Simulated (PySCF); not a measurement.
# C₆ coefficients of unlike pairs at UHF

Calculated with PySCF 2.14 from the dipole response of each species, C₆(A,B) = (3/π) ∫ α_A(iu) α_B(iu) du, in atomic units, from isotropic polarisabilities. For ions this is the dispersion term alone; charge-induced terms of lower order in 1/R come first.

```json
{"species": "Be", "configuration": "[He] 2s2 (1S)", "basis": "aug-cc-pCVTZ-DK (7s6p4d2f)", "relativity": "spin-free X2C", "α (bohr³)": "45.45", "C₆ (like pair)": "281.7"}
{"species": "Te²⁺", "configuration": "[Kr] 4d10 5s2 5p2 (3P)", "basis": "aug-cc-pwCVDZ-PP with ECP28MDF (6s5p4d1f)", "relativity": "core potential", "α (bohr³)": "15.62", "C₆ (like pair)": "103.9"}
{"species": "Mn", "configuration": "[Ar] 3d5 4s2 (6S)", "basis": "dyall-acv2z (16s12p7d2f)", "relativity": "spin-free X2C", "α (bohr³)": "101.2", "C₆ (like pair)": "1002"}
{"species": "I³⁺", "configuration": "[Kr] 4d10 5s2 5p2 (3P)", "basis": "aug-cc-pV5Z-PP with ECP28MDF (8s8p6d4f3g2h)", "relativity": "core potential", "α (bohr³)": "10.57", "C₆ (like pair)": "59.17"}
```

**Question.** Estimate C₆ for I³⁺ with Te²⁺.

**Answer.** The integral gives 77.99. The combination rule 2 C_A C_B / (C_A α_B/α_A + C_B α_A/α_B) gives 77.92 and the geometric mean 78.39.

No spin-orbit coupling is included.

The other pairs:

| pair | C₆ |
| --- | --- |
| Mn, Te²⁺ | 269.1 |
| I³⁺, Be | 104.2 |
| Mn, Be | 527.8 |
| Te²⁺, Be | 146.3 |
| I³⁺, Mn | 191.8 |
